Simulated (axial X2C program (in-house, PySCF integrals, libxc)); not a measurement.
# Working with the constants of SnSe⁻

A bond curve at the PBE0 level, with spin–orbit coupling, was computed with an axial X2C code built on PySCF integrals (basis Sn dyall-acv3z [12s13p10d5f1g], Se dyall-acv3z [9s10p7d5f1g] (cores contracted in-house)) for the state Ω = 1/2 (⟨Sz⟩ = -0.50, ⟨Lz⟩ = 1.00 at PBE0). Its fit gives Re = 2.4340 Å, ωe = 275.3 cm⁻¹, ωexe = 0.565 cm⁻¹ and αe = 1.693e-04 cm⁻¹; the masses are 119.9022 and 79.9165 u. Two-component means X2C with spin–orbit coupling and atomic mean-field Coulomb and Gaunt terms.

(1) Find the reduced mass, Be and the force constant.

(2) A Morse curve ties αe to the other constants (Pekeris). How well does that hold?

(3) Where do the fundamental and the first overtone lie?

(4) Estimate the centrifugal constant by the Kratzer relation.

The state is one determinant whose occupation by symmetry is held fixed; it was picked as the lowest of a PBE0 search that is not exhaustive. Density functionals use the spin component along the axis (collinear). The functionals have no current-density term, which raises determinants with orbital currents, atoms included. The highest occupied level of some functionals is positive through self-interaction error; at Hartree–Fock it is bound.

## Answers

(1) From the PBE0 values: μ = 47.9543 u. Be = 16.8576/(μ Re²) = 0.05934 cm⁻¹. k = 5.8918×10⁻⁷ μ ωe² = 2.14 mdyn/Å.

(2) αe(Morse) = 6Be²/ωe × (√(ωexe/Be) − 1) = 1.601e-04 cm⁻¹; the PBE0 curve gives 1.693e-04 cm⁻¹, a ratio of 0.95.

(3) ν(1←0) = ωe − 2ωexe = 274.2 cm⁻¹; ν(2←0) = 2ωe − 6ωexe = 547.2 cm⁻¹.

(4) D = 4Be³/ωe² = 1.10e-08 cm⁻¹.
